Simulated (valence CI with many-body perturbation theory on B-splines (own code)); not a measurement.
Which ion has this spectrum?

A relativistic CI+MBPT calculation for an atom or ion with 14 electrons gives these levels (Ry):

```
J  Parity       E     g
0    even   0.000      
1    even  37.514  1.49
2    even  38.257  1.16
2     odd  51.635  1.51
1     odd  53.795  1.05
2     odd  55.373  0.75
1     odd  59.061  0.88
2     odd  65.565  1.28
3     odd  65.688  1.10
1    even  69.848  0.45
2    even  70.455  1.11
2    even  76.363  1.31
0    even  78.010      
3    even  79.646  1.34
```

The energies are calculated, and their last digits are not significant.

**Question.** Which is it?
A. Hg66+
B. Pb68+
C. Pt64+
D. Ir63+

**Answer.** A. Hg66+, ground level (3s^2 3p1/2^2) J=0.
